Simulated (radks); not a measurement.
Coulomb parameter of the 3d shell of the vanadium ion V3+ in the model configuration [Ar] 3d1 4p1, as a second difference U = [E(n + 0.5) + E(n - 0.5) - 2 E(n)] / (0.5)^2 with all orbitals relaxed. "Bare": the charge of the atom changes with n. "Screened": the 4p shell takes up the change at fixed total charge, which measures U(3d,3d) + U(4p,4p) - 2 U(3d,4p). Method: Dirac Kohn-Sham, LDA (Slater exchange, Perdew-Wang correlation), spin-unpolarised, spherical densities, finite nucleus; open shells are shared between the two j in proportion to 2j + 1; Fermi nuclear charge, rms radius 3.6002 fm; computed with a radial shooting solver on a logarithmic mesh with Libxc functionals.

case              configuration  E - E(n) (eV)
start              [Ar] 3d1 4p1          0.000
bare +0.5        [Ar] 3d1.5 4p1        -20.228
bare -0.5        [Ar] 3d0.5 4p1         24.740
screened +0.5  [Ar] 3d1.5 4p0.5         -9.328
screened -0.5  [Ar] 3d0.5 4p1.5         10.638

U(bare) = 18.050 eV, U(screened by 4p) = 5.238 eV.
